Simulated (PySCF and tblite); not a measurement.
Values are calculated unless marked as measured or tabulated.
System: C₅H₈BFSe, numbered as in [CH2:1]=[CH:2][BH:3][C@@H:4]1[CH2:5][C@@H:6]([F:7])[Se:8]1.

Motion: rotation about the B3–C2 bond (torsion C4–B3–C2–C1 from -32° to 172°, rising). GFN2-xTB gives an electronic barrier of 2.5 kcal/mol and a reaction energy of 0.1 kcal/mol.

Spin–orbit effects of heavy atoms on shieldings are missing.

(1) What does CAM-B3LYP/pcSseg-1 + D3(BJ) give on GFN2-xTB geometries?

Programs: tblite and PySCF.

## Answers

(1) A barrier of 2.2 kcal/mol, 0.3 below the tight-binding barrier (from unrounded values), a reaction energy of -2.3 kcal/mol and, with GFN2-xTB thermal terms, ΔG‡(298 K) = 2.3 kcal/mol and k = 1.2×10¹¹ s⁻¹ (1 equivalent path).
